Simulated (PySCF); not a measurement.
**How methods differ on the excitation energy of Rh⁺**

Rh⁺ [Kr] 4d8 (3F) → Rh⁺ [Kr] 4d7 5s1, s spin flipped, as a difference of total energies. All numbers are calculated (PySCF 2.14, scalar relativity by spin-free X2C-1e, in x2c-TZVPPall with one added diffuse shell each of s, p, d, f type (9s7p7d3f1g, 95 functions)). Correlated levels: valence: [Kr] frozen. The calculations carry no spin-orbit coupling.

| method | excitation energy (eV) |
| --- | --- |
| UHF | 2.228 |
| MP2 (valence) | 2.975 |
| SCS-MP2 (valence) | 2.967 |

Problem. How much does correlation contribute at MP2 (valence)?

Solution. 2.975 − (2.228) = 0.747 eV, measured against UHF.

The upper determinant mixes two multiplicities, so it lies between the two terms.
